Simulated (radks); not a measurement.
Results of a calculation; reference values are marked as such.
Spin polarisation of the 6p3 shell in neutral bismuth. Start: [Hg] 6p(up 1.5, down 1.5); electrons of 6p are moved from spin down to spin up, other shells keep equal spins. Level of theory: scalar-relativistic Kohn-Sham, SCAN, spin-polarised, spherical densities, finite nucleus; meta-GGA in the generalised Kohn-Sham scheme; Fermi nuclear charge, rms radius of each element as measured or else 0.836 A^(1/3) + 0.57 fm (a radial shooting solver on a logarithmic mesh with Libxc functionals).

moment (Bohr magnetons)  E - E(0) (eV)  e(6p up) (eV)  e(6p down) (eV)  6s down minus up (eV)  5d down minus up (eV)
0                                0.000         -4.685           -4.685                  0.000                  0.000
0.75                            -0.090         -4.979           -4.459                  0.402                  0.062
1.5                             -0.382         -5.217           -4.163                  0.754                  0.126
2.25                            -0.902         -5.415           -3.662                  1.273                  0.186

At moment 2.25 the spin-polarisation energy is -0.902 eV and the 6p exchange splitting 1.753 eV, that is 0.779 eV per Bohr magneton; E = -I m^2/4 would give I = 0.713 eV.
